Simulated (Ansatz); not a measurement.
Wavefunction ladder for FH$_{5}$O$_{2}$Si$_{2}$ (`O[SiH](O)[SiH2]F`)

Cartesian coordinates in Å:
```
O -1.024 -1.610 -0.172
Si 0.264 -0.653 0.169
O 0.469 -0.535 1.800
Si -0.335 1.411 -0.777
F 0.874 2.448 -0.537
H -1.032 -2.508 0.164
H 1.529 -1.211 -0.399
H 1.359 -0.633 2.140
H -0.551 1.313 -2.245
H -1.553 1.979 -0.144
```

Charge 0, multiplicity 1. Geometry: relaxed with PBE0-D4/def2-TZVP. It is one conformer, not always the lowest. Frozen core, restricted reference, the Gaussian-basis code of Ansatz. CBS rows extrapolate triple and quadruple zeta; past MP2 they add the triple-zeta difference.

| basis | HF (Eh) | MP2 corr. |
| --- | --- | --- |
| def2-TZVPP | -830.24474 | -0.96954 |
| def2-QZVPP | -830.27586 | -1.05355 |

**Question.** Estimate the CCSD correlation energy and the (T) correction in each basis where they were run (hartree).

**Answer.** 
```
     basis  CCSD corr.       (T)
def2-TZVPP    -1.00231  -0.03265
 CBS(def2)    -1.14854     as TZ
```
